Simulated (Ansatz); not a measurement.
Consider the ligand exchange at the Si–O bond: `C=CCO[SiH3]` + `N[Si](N)(O)O` → `N[Si](N)(O)O[SiH3]` + `C=CCO`.

Gas-phase electronic energies from Ansatz, PBE0-D4/def2-TZVP geometries. CCSD(T)/CBS adds triple-zeta CCSD(T) − MP2 to the extrapolated MP2 energy (def2 sets, frozen cores). Functionals use def2-TZVPP. Each species was taken in one conformer, which may not be the lowest.

```csv
level,ΔE (kJ/mol)
r2SCAN,-23.3
PBE0,-22.0
HF/def2-TZVPP,-25.8
SCS-MP2/def2-QZVPP,-23.2
```

(1) What does CCSD(T)/CBS give? (Estimate.)

Largest T1 diagnostic among the species: 0.011.

Results:

(1) The calculation gave: -23.4 kJ/mol. The listed levels differ from it by 0.1, 1.4, -2.4, 0.2 kJ/mol.

The D4 term adds −3.0 kJ/mol with B3LYP and −1.9 kJ/mol with PBE0; it sums over pairs of atoms, weighted by their polarisabilities, and B3LYP, whose exchange is more repulsive, gets the larger term.

B3LYP here is the variant with VWN-RPA as its local correlation; programs differ in this.
